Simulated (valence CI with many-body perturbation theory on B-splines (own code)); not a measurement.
**Ca15+: electric-dipole lines**

Calculated by relativistic CI+MBPT: three valence electrons over a frozen Dirac-Fock core [He], radial functions for each j: 11 s, 11 p, 9 d, 7 f, 5 g, 2 h, 1 i, with the one-electron correlation potential Σ1 (screened to all orders), the two-electron term Σ2, the three-electron term Σ3, Breit, model QED; selected single and double excitations, second order for the rest (own B-spline code, finite nucleus).

No measured spectrum was set against this ion. As an estimate, levels of excited configurations hold to 0.05 to 0.15 % of their energy, terms of the ground configuration to about 0.5 %.

Lines 1 to 50 of 248 in falling wavelength, among levels below 653.57 eV, chosen from the strongest by gf and those to the six lowest levels. Wavelengths and rates use the calculated energies, so an error of 500 cm⁻¹ moves a line at 1079 Å by 0.54 % and its rate by three times that or more. Electric multipoles are in the length gauge, E1 and E2 with the static RPA response of the core. Weak lines are less certain than strong ones. Lines between different terms over intervals too small for the method are left out, as are lines whose strength nearly cancels. Where a level lies close to another of its J and parity, the split of strength between their lines is uncertain. The highest levels of a list are the least certain.

Names give the largest LS component (configuration and term), which can be under half, so a name can repeat, a term be missing and a line seem to break the LS rules; names also repeat where a configuration has a term twice. Letters in brackets count levels of one name in rising energy.

```tsv
λ vac (Å)	Upper	Lower	A (s⁻¹)	S (a.u.)
1079	2s2p3d ⁴D°_7/2	2s2p3p ⁴P_5/2	1.42e+08	7.05e-01
987.5	2s2p3d ⁴F°_9/2	2s2p3p ⁴D_7/2	2.96e+08	1.41e+00
956.2	2s2p3d ⁴F°_7/2	2s2p3p ⁴D_5/2	3.02e+08	1.04e+00
937.1	2s2p3d ²F°_7/2 [b]	2s2p3p ²D_5/2 [b]	2.89e+08	9.40e-01
904.5	2s2p3d ²P°_3/2 [a]	2s2p3p ²S_1/2 [a]	2.00e+08	2.92e-01
901.2	2s2p3d ⁴F°_5/2	2s2p3p ⁴D_3/2	2.66e+08	5.76e-01
885.0	2s2p3d ²F°_5/2 [b]	2s2p3p ²D_3/2 [b]	2.32e+08	4.76e-01
881.1	2s2p3p ⁴D_3/2	2s2p3s ⁴P°_3/2	2.58e+08	3.48e-01
877.8	2s2p3d ⁴F°_3/2	2s2p3p ⁴D_1/2	2.68e+08	3.58e-01
875.2	2p²3p ⁴D°_3/2	2p²3s ⁴P_1/2	3.70e+08	4.89e-01
874.9	2p²3p ⁴D°_5/2	2p²3s ⁴P_3/2	5.10e+08	1.01e+00
873.6	2s2p3d ²P°_3/2 [b]	2s2p3p ²S_1/2 [b]	2.28e+08	3.00e-01
828.3	2s2p3d ²D°_5/2 [b]	2s2p3p ²P_3/2 [b]	2.81e+08	4.73e-01
814.9	2s²3d ²D_5/2	2s²3p ²P°_3/2	4.69e+08	7.51e-01
802.1	2p²3p ⁴P°_1/2	2p²3s ⁴P_3/2	5.51e+08	2.81e-01
795.9	2s2p3d ⁴D°_7/2	2s2p3p ⁴D_7/2	1.45e+08	2.89e-01
795.7	2s2p3p ²D_5/2 [a]	2s2p3s ²P°_3/2 [a]	5.89e+08	8.78e-01
794.1	2s2p3d ⁴P°_5/2 [a]	2s2p3p ²P_3/2 [a]	2.68e+08	3.98e-01
788.5	2s2p3d ²D°_3/2 [b]	2s2p3p ²P_1/2 [b]	2.77e+08	2.68e-01
785.4	2s2p3p ²D_3/2 [b]	2s2p3s ²P°_3/2 [b]	2.65e+08	2.54e-01
782.4	2s2p3p ⁴D_7/2	2s2p3s ⁴P°_5/2	7.10e+08	1.34e+00
777.3	2s2p3p ²D_3/2 [a]	2s2p3s ²P°_1/2 [a]	3.78e+08	3.51e-01
774.0	2s²3p ²P°_1/2	2s²3s ²S_1/2	6.62e+08	3.03e-01
769.5	2s²3d ²D_3/2	2s²3p ²P°_1/2	4.58e+08	4.12e-01
767.1	2s2p3p ⁴D_5/2	2s2p3s ⁴P°_3/2	6.26e+08	8.36e-01
764.6	2s2p3d ⁴P°_5/2 [b]	2s2p3p ⁴S_3/2	2.26e+08	2.99e-01
758.9	2s2p3p ²D_5/2 [b]	2s2p3d ⁴D°_3/2	2.50e+08	3.24e-01
754.5	2s2p3p ²D_5/2 [b]	2s2p3s ²P°_3/2 [b]	3.51e+08	4.47e-01
732.0	2s2p3p ²P_3/2 [b]	2s2p3s ²P°_1/2 [b]	4.51e+08	3.49e-01
717.7	2s²3p ²P°_3/2	2s²3s ²S_1/2	8.28e+08	6.04e-01
712.3	2s2p3p ²P_3/2 [a]	2s2p3s ⁴P°_1/2	3.52e+08	2.51e-01
709.7	2s2p3d ²F°_7/2 [a]	2s2p3p ²D_5/2 [a]	7.83e+08	1.10e+00
707.0	2s2p3d ²F°_5/2 [a]	2s2p3p ²D_3/2 [a]	6.65e+08	6.96e-01
703.3	2s2p3d ²D°_3/2 [a]	2s2p3p ²P_1/2 [a]	3.76e+08	2.58e-01
650.4	2s2p3p ⁴P_3/2	2s2p3s ⁴P°_5/2	9.63e+08	5.23e-01
641.7	2s2p3p ²S_1/2 [a]	2s2p3s ²P°_3/2 [a]	1.02e+09	2.66e-01
639.2	2s2p3p ⁴S_3/2	2s2p3s ⁴P°_3/2	5.98e+08	3.08e-01
622.1	2s2p3p ⁴P_5/2	2s2p3s ⁴P°_5/2	1.13e+09	8.03e-01
616.1	2s2p3p ⁴P_1/2	2s2p3s ⁴P°_3/2	1.34e+09	3.10e-01
542.5	2s2p3p ⁴P_5/2	2s2p3s ⁴P°_3/2	4.04e+08	1.91e-01
334.5	2p³ ²D°_5/2	2s2p² ²P_3/2	2.01e+09	2.23e-01
318.0	2p²3s ²D_5/2	2s2p3d ⁴D°_3/2	1.56e+09	1.49e-01
317.2	2p²3s ²D_5/2	2s2p3s ²P°_3/2 [b]	2.43e+09	2.30e-01
312.1	2p²3s ²D_3/2	2s2p3s ²P°_1/2 [b]	2.07e+09	1.24e-01
240.1	2p³ ²P°_3/2	2s2p² ²P_3/2	8.55e+09	2.34e-01
238.8	2p³ ²P°_1/2	2s2p² ²P_1/2	7.80e+09	1.05e-01
233.1	2p²3p ⁴D°_5/2	2s2p3p ⁴D_7/2	2.37e+09	8.87e-02
229.5	2p²3p ⁴D°_3/2	2s2p3p ⁴D_5/2	3.74e+09	8.92e-02
228.6	2p²3p ²S°_1/2	2s2p3p ⁴D_3/2	6.46e+09	7.62e-02
226.0	2p²3s ⁴P_3/2	2s2p3s ⁴P°_5/2	3.89e+09	8.87e-02
```
